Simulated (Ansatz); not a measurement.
Relaxation of BH$_{7}$O$_{2}$Si$_{2}$ (12 atoms, charge 0, multiplicity 1), to a largest force component of 0.015 eV/Å in at most 40 steps.

These are results of Ansatz, RKS PBE-D4/6-31G*, not measurements.

```xyz
12
Properties=species:S:1:pos:R:3:forces:R:3
O -0.920 1.697 0.685 0.25 -1.37 0.13
B -0.748 0.355 0.262 0.77 0.20 2.70
Si -0.790 -0.027 -1.628 -2.22 0.65 -1.19
O -0.513 -0.719 1.221 -0.03 1.93 -1.54
Si -1.951 -1.339 1.777 -0.75 0.48 -0.36
H -0.069 2.172 0.665 -0.04 0.23 0.00
H -1.927 -0.995 -1.909 0.24 0.08 -0.06
H 0.422 -0.598 -2.060 1.71 -0.83 -0.72
H -1.093 1.251 -2.410 0.18 -0.40 0.10
H -2.723 -0.247 2.419 -0.26 0.12 0.22
H -1.701 -2.394 2.711 0.31 -0.95 0.83
H -2.746 -1.849 0.624 -0.16 -0.15 -0.11
```

Question: Where does it end, and by what steps?

Answer: The forces met the threshold. The force dipped under the threshold on the way, but the program's further checks kept it going. After 23 steps the energy has fallen by 1.220 eV; H10 moved furthest, 1.17 Å.

| step | energy less start (eV) | largest force component (eV/Å) | accepted |
| --- | --- | --- | --- |
| 0 | 0.0000 | 2.695 | yes |
| 1 | -0.3945 | 1.606 | yes |
| 2 | -0.5951 | 2.231 | yes |
| 3 | -0.7355 | 2.074 | yes |
| 4 | -1.0063 | 0.987 | yes |
| 5 | -1.0642 | 0.568 | yes |
| 6 | -1.0934 | 0.383 | yes |
| 7 | -1.1099 | 0.145 | yes |
| 8 | -1.1149 | 0.181 | yes |
| 9 | -1.1191 | 0.083 | yes |
| 10 | -1.1209 | 0.135 | yes |
| 11 | -1.1230 | 0.125 | yes |
| 12 | -1.1269 | 0.147 | yes |
| 13 | -1.1319 | 0.227 | yes |
| 14 | -1.1369 | 0.310 | yes |
| 15 | -1.1465 | 0.352 | yes |
| 16 | -1.1812 | 0.278 | yes |
| 17 | -1.1966 | 0.339 | yes |
| 18 | -1.2045 | 0.318 | yes |
| 19 | -1.2130 | 0.216 | yes |
| 20 | -1.2179 | 0.073 | yes |
| 21 | -1.2198 | 0.036 | yes |
| 22 | -1.2201 | 0.010 | yes |
| 23 | -1.2203 | 0.013 | yes |

```xyz
12
Properties=species:S:1:pos:R:3
O -0.254 1.947 0.703
B -0.814 0.719 0.451
Si -0.943 -0.016 -1.467
O -1.269 0.044 1.554
Si -1.992 -1.457 1.753
H 0.047 2.371 -0.123
H -2.363 -0.257 -1.900
H -0.202 -1.312 -1.640
H -0.345 0.969 -2.440
H -3.302 -1.265 2.451
H -1.098 -2.318 2.589
H -2.224 -2.118 0.425
```

Whether the end is a true minimum wasn't checked by a vibrational analysis.

The run took 48 s on 2 threads of Intel(R) Xeon(R) Platinum 8375C CPU @ 2.90GHz (Ice Lake) (shared host), peak memory 0.19 GiB.
